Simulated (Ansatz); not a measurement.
Method: frozen-core CCSD(T)/cc-pVTZ // PBE-D3(BJ)/def2-TZVP (Ansatz, a first-principles code).

Ansatz 0.2 input:
```yaml
crystal:
  periodic: [false, false, false]
  atoms:
    - { symbol: Br, position_ang: [1.909848, -0.358439, -0.212853] }
    - { symbol: C, position_ang: [0.000309, 0.000032, 0.000065] }
    - { symbol: Br, position_ang: [-0.342052, 1.902727, -0.287073] }
    - { symbol: Br, position_ang: [-0.559254, -0.497207, 1.805486] }
    - { symbol: Br, position_ang: [-1.008853, -1.047113, -1.305624] }
basis:
  gaussian: { orbitals: cc-pVTZ }
correlation:
  method: ccsd_t
```

Output:

```
Functional definition: HF
1312 factors; integrals over basis functions are off by at most 4.4e-4 eV
mean field evaluation 1: about -281026.4941 eV, gradient 3.5e1 eV
mean field evaluation 2: about -281026.6108 eV, gradient 3.5e1 eV
mean field evaluation 4: about -281030.3446 eV, gradient 3.7e0 eV
mean field evaluation 8: about -281030.4293 eV, gradient 1.6e-1 eV
mean field evaluation 16: about -281026.4639 eV, gradient 4.3e1 eV
mean field -281030.42951291 eV, -10327.6777953328 hartree, gradient 5.3e-6 eV, S^2 0.000000; 0 other end points of the search recorded, 0 dependent functions left out
37 core orbitals not correlated
reference -281030.42951291 eV, -10327.6777953328 hartree; 36, 36 occupied and 129, 129 virtual orbitals, 1312 factors
second order -29.40086566 eV of doubles, -0.00000000 eV of singles
cycle   1  -29.00271283 eV  change    4.0e-1 eV  update   1.3e-1
cycle   2  -29.80337659 eV  change   -8.0e-1 eV  update   4.2e-2
cycle   3  -29.96153749 eV  change   -1.6e-1 eV  update   1.6e-2
cycle   4  -29.95012924 eV  change    1.1e-2 eV  update   4.3e-3
cycle   5  -29.94819310 eV  change    1.9e-3 eV  update   1.7e-3
cycle   6  -29.94887455 eV  change   -6.8e-4 eV  update   5.6e-4
cycle   7  -29.94826404 eV  change    6.1e-4 eV  update   1.9e-4
cycle   8  -29.94828533 eV  change   -2.1e-5 eV  update   6.3e-5
perturbative correction -1.37577338 eV, -0.0505587392 hartree
Total energy: -281061.75357163 eV, -10328.8289332583 hartree
```

Cost: about 14 core-minutes (a rough figure).
